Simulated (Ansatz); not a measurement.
The cluster Cd2Se. Charge 0, multiplicity 3. Geometry PBE-D4/def2-TZVP; atoms count from 1.

```xyz
3

Cd   -0.260   -0.679   -1.892
Cd    1.218    0.983    1.287
Se   -0.958   -0.304    0.605
```

In the def2 sets Cd takes a core potential; there is no spin–orbit coupling. The structure comes from a short search, and lower isomers may exist.

Estimate the Mulliken populations from the PBE0/def2-TZVP orbitals of Ansatz.


```json
{"atom": "Cd1", "charge (e)": "0.26", "spin (α − β)": "0.64", "d electrons": "9.99"}
{"atom": "Cd2", "charge (e)": "0.26", "spin (α − β)": "0.64", "d electrons": "9.99"}
{"atom": "Se3", "charge (e)": "-0.52", "spin (α − β)": "0.73", "d electrons": "–"}
```
Mulliken values depend strongly on the basis.

Where does the spin sit?

Summed by element: Cd 1.27, Se 0.73, of 2 unpaired in all. Largest on single atoms: Se3 0.73, Cd1 0.64, Cd2 0.64.

And the Mayer bond orders between heavy atoms (over 0.3)?

Cd1–Se3 0.90 (2.62 Å); Cd2–Se3 0.90 (2.62 Å).
